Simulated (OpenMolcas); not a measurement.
**F6+: effect of the active space**

```yaml
Program: OpenMolcas
Method: CASSCF or its RAS form
Basis: ANO-R2
Scalar_Hamiltonian: X2C, finite nucleus
Spin-orbit_coupling: RASSI with atomic mean-field integrals over the reference wave functions, term energies averaged over their components
```

A. 1 electron in 4 orbitals (2s 2p); 2S+1 = 2 even, 1 root; 2S+1 = 2 odd, 3 roots; cost about 7 core-seconds
B. 1 electron in 9 orbitals (RAS2 2s 2p; RAS3 3d, at most 1 electron); 2S+1 = 2 even, 1 root; 2S+1 = 2 odd, 3 roots; cost of the order of 4 core-seconds

Energies in cm-1 above 2s 2S 1/2.

| Level | A | B |
| --- | --- | --- |
| 2s 2S 1/2 | 0.0 | 0.0 |
| 2p 2P* 1/2 | 113039 | 113039 |
| 2p 2P* 3/2 | 113971 | 113971 |

Between A and B no level of the table moves by more than 5 cm-1.

With one active electron the reference holds no correlation, so core polarisation is missing. With one active electron outside closed inactive shells, the extra shells (3d) add no correlation to the reference (holds for B). Levels of configurations outside the active space are missing.

* marks odd parity.
